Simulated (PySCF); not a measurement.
H₂Sb, SMILES [SbH2], multiplicity 2. Atoms are numbered in the order given.

```xyz
3

Sb     0.0000     0.0000    -0.0457
H      0.0000    -1.2181     1.1653
H      0.0000     1.2181     1.1653
```
Charge 0, spin multiplicity 2.

Geometry: B3LYP-D3(BJ)/def2-TZVPD. The isomer is the one that the SMILES or the coordinates give; other isomers of the formula were not compared. The def2 effective core potentials stand for the cores of Sb; spin–orbit coupling is left out.

Computed with TDA-M06-2X/def2-TZVPD in PySCF 2.14.0.

Vertical excitations. 

```csv
state,energy (eV),λ (nm),f,main pairs
root 1,2.80,443,0.007,β HOMO→LUMO 96 %
root 2,4.25,291,0.000,"α HOMO→LUMO 74 %, β HOMO−1→LUMO 23 %"
root 3,4.65,266,0.000,"α HOMO→LUMO 23 %, β HOMO−1→LUMO 75 %"
root 4,5.03,246,0.014,α HOMO→LUMO+1 94 %
root 5,5.18,239,0.001,"α HOMO−1→LUMO 36 %, β HOMO→LUMO+2 54 %"
root 6,6.23,199,0.001,"α HOMO−1→LUMO+1 19 %, α HOMO−2→LUMO 18 %, α HOMO−1→LUMO+2 5 %, β HOMO→LUMO+3 23 %, β HOMO−1→LUMO+2 16 %, β HOMO→LUMO+1 7 %"
root 7,6.48,191,0.236,α HOMO→LUMO+2 93 %
root 8,6.58,188,0.077,"α HOMO−2→LUMO 5 %, β HOMO→LUMO+1 80 %"
root 9,6.72,184,0.039,"α HOMO−1→LUMO 42 %, α HOMO→LUMO+4 27 %, β HOMO→LUMO+2 24 %"
root 10,7.02,177,0.053,"α HOMO−1→LUMO+1 58 %, α HOMO−2→LUMO 23 %, β HOMO−1→LUMO+2 9 %"
```
Unrestricted roots are not spin-pure.
